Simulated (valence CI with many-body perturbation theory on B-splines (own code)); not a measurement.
**Os LXX: calculated level list**

Method: valence CI with perturbative core correlation (CI+MBPT): five valence electrons over a frozen Dirac-Fock core [He], a basis of 9 s, 9 p, 8 d, 6 f, 3 g, 1 h functions for each j, with the one-electron correlation potential Σ1, the two-electron term Σ2, the three-electron term Σ3, Breit, model QED; selected CI, second order for the rest (own B-spline code, finite nucleus).

The last digits are not significant, and no measured levels were compared; by estimate large intervals hold to a few tenths of a per cent, small ones and those within an open d or f shell to about a per cent. Among the levels kept, up to 1200 cm⁻¹ of a level comes from second order outside the variational space, and about a tenth of that is noise between levels of different J, which matters for small intervals.

Levels 46 to 75 of 75, with energies above the lowest level, (2s^2 2p1/2^2 2p3/2) J=3/2. "Leading %" is the weight of the configuration and term that name the level; weights of strongly mixed levels are sums over their largest components and can fall short. In the jj column 3d3/2^4 stands for four electrons in 3d with j = 3/2. Lifetimes count E1, E2, E3, M1 and M2 decay at the calculated energies, and are blank where another channel may lead or the interval is too uncertain; long ones can be off by a factor of two.

| No. | Configuration | Term | J | E (× 10³ cm⁻¹) | Leading % | Second component | g | Lifetime | Leading jj |
| --- | --- | --- | --- | --- | --- | --- | --- | --- | --- |
| 46 | 2s2 2p2 3d | 4D | 1/2 | 93372 | 79 | 15 % 2s2 2p2 3d 2P | 0.249 | 3.32 fs | 2s^2 2p1/2 2p3/2 3d3/2 (100 %) |
| 47 | 2s2 2p2 3d | 2G | 7/2 | 93462 | 55 | 25 % 2s2 2p2 3d 2F | 0.996 | 24.5 fs | 2s^2 2p1/2 2p3/2 3d3/2 (99 %) |
| 48 | 2s2 2p2 3d | 2D | 5/2 | 93591 | 37 | 32 % 2s2 2p2 3d 2F | 1.116 | 491 as | 2s^2 2p1/2 2p3/2 3d3/2 (98 %) |
| 49 | 2s2 2p2 3d | 2D | 3/2 | 93637 | 47 | 18 % 2s2 2p2 3d 2P | 1.097 | 476 as | 2s^2 2p1/2 2p3/2 3d3/2 (99 %) |
| 50 | 2s2 2p2 3d | 2P | 1/2 | 93720 | 38 | 32 % 2s2 2p2 3d 4P | 1.590 | 447 as | 2s^2 2p1/2 2p3/2 3d3/2 (99 %) |
| 51 | 2s2 2p2 3d | 4D | 7/2 | 94233 | 46 | 38 % 2s2 2p2 3d 4F | 1.294 | 26.0 fs | 2s^2 2p1/2 2p3/2 3d5/2 (98 %) |
| 52 | 2s2 2p2 3d | 2P | 3/2 | 94391 | 40 | 25 % 2s2 2p2 3d 4P | 1.313 | 790 as | 2s^2 2p1/2 2p3/2 3d5/2 (99 %) |
| 53 | 2s2 2p2 3d | 2G | 9/2 | 94396 | 65 | 35 % 2s2 2p2 3d 4F | 1.162 | 4.84 ps | 2s^2 2p1/2 2p3/2 3d5/2 (100 %) |
| 54 | 2s2 2p2 3d | 2F | 5/2 | 94410 | 44 | 20 % 2s2 2p2 3d 4P | 1.131 | 614 as | 2s^2 2p1/2 2p3/2 3d5/2 (99 %) |
| 55 | 2s2 2p2 3d | 2D | 5/2 | 94544 | 58 | 26 % 2s2 2p2 3d 4P | 1.246 | 426 as | 2s^2 2p1/2 2p3/2 3d5/2 (98 %) |
| 56 | 2s2 2p2 3d | 2F | 7/2 | 94611 | 70 | 12 % 2s2 2p2 3d 4F | 1.122 | 380 as | 2s^2 2p1/2 2p3/2 3d5/2 (98 %) |
| 57 | 2s2 2p2 3d | 2D | 3/2 | 94671 | 57 | 29 % 2s2 2p2 3d 2P | 0.959 | 566 as | 2s^2 2p1/2 2p3/2 3d5/2 (99 %) |
| 58 | 2s2 2p2 3d | 2P | 1/2 | 94713 | 56 | 37 % 2s2 2p2 3d 2S | 1.225 | 540 as | 2s^2 2p1/2 2p3/2 3d5/2 (99 %) |
| 59 | 2s 2p3 3p | 4D | 7/2 | 95049 | 49 | 25 % 2s 2p3 3p 6P | 1.412 | 62.9 fs | 2s 2p1/2^2 2p3/2 3p3/2 (98 %) |
| 60 | 2s 2p3 3p | 2P | 3/2 | 95130 | 31 | 29 % 2s 2p3 3p 4P | 1.492 | 2.78 fs | 2s 2p1/2^2 2p3/2 3p3/2 (98 %) |
| 61 | 2s 2p3 3p | 4P | 5/2 | 95283 | 38 | 21 % 2s 2p3 3p 2D | 1.398 | 2.98 fs | 2s 2p1/2^2 2p3/2 3p3/2 (99 %) |
| 62 | 2s 2p3 3p | 2P | 1/2 | 95319 | 40 | 23 % 2s 2p3 3p 4P | 1.391 | 1.75 fs | 2s 2p1/2^2 2p3/2 3p3/2 (100 %) |
| 63 | 2s 2p3 3p | 2D | 5/2 | 95844 | 33 | 20 % 2s 2p3 3p 4P | 1.254 | 3.59 fs | 2s 2p1/2^2 2p3/2 3p3/2 (99 %) |
| 64 | 2s 2p3 3d | 4D° | 5/2 | 95888 | 30 | 17 % 2s 2p3 3d 6D° | 1.230 | 5.71 fs | 2s 2p1/2^2 2p3/2 3d3/2 (99 %) |
| 65 | 2s 2p3 3d | 4D° | 3/2 | 95934 | 29 | 22 % 2s 2p3 3d 6D° | 1.329 | 2.70 fs | 2s 2p1/2^2 2p3/2 3d3/2 (100 %) |
| 66 | 2s 2p3 3d | 2F° | 7/2 | 95961 | 25 | 23 % 2s 2p3 3d 4F° | 1.209 | 30.1 fs | 2s 2p1/2^2 2p3/2 3d3/2 (98 %) |
| 67 | 2s 2p3 3d | 4P° | 1/2 | 95974 | 47 | 25 % 2s 2p3 3d 6D° | 2.207 | 6.17 fs | 2s 2p1/2^2 2p3/2 3d3/2 (100 %) |
| 68 | 2s 2p3 3p | 2P | 3/2 | 95994 | 37 | 13 % 2s 2p3 3p 4D | 1.220 | 4.11 fs | 2s 2p1/2^2 2p3/2 3p3/2 (99 %) |
| 69 | 2s 2p3 3p | 4P | 1/2 | 96035 | 38 | 26 % 2s 2p3 3p 2P | 1.739 | 28.4 fs | 2s 2p1/2^2 2p3/2 3p3/2 (99 %) |
| 70 | 2s 2p3 3d | 2D° | 3/2 | 96621 | 36 | 16 % 2s 2p3 3d 4F° | 0.909 | 5.77 fs | 2s 2p1/2^2 2p3/2 3d3/2 (92 %) |
| 71 | 2s 2p3 3d | 2F° | 5/2 | 96672 | 37 | 21 % 2s 2p3 3d 4G° | 0.919 | 10.9 fs | 2s 2p1/2^2 2p3/2 3d3/2 (99 %) |
| 72 | 2s 2p3 3d | 4D° | 1/2 | 96749 | 47 | 30 % 2s 2p3 3d 2P° | 0.598 | 2.64 fs | 2s 2p1/2^2 2p3/2 3d3/2 (98 %) |
| 73 | 2s 2p3 3d | 4F° | 9/2 | 96792 | 51 | 26 % 2s 2p3 3d 6D° | 1.320 | 4.76 ps | 2s 2p1/2^2 2p3/2 3d5/2 (100 %) |
| 74 | 2s 2p3 3d | 4D° | 5/2 | 97001 | 30 | 19 % 2s 2p3 3d 2D° | 1.318 | 704 as | 2s 2p1/2^2 2p3/2 3d5/2 (99 %) |
| 75 | 2s 2p3 3d | 4D° | 7/2 | 97053 | 41 | 21 % 2s 2p3 3d 2F° | 1.281 | 445 as | 2s 2p1/2^2 2p3/2 3d5/2 (98 %) |
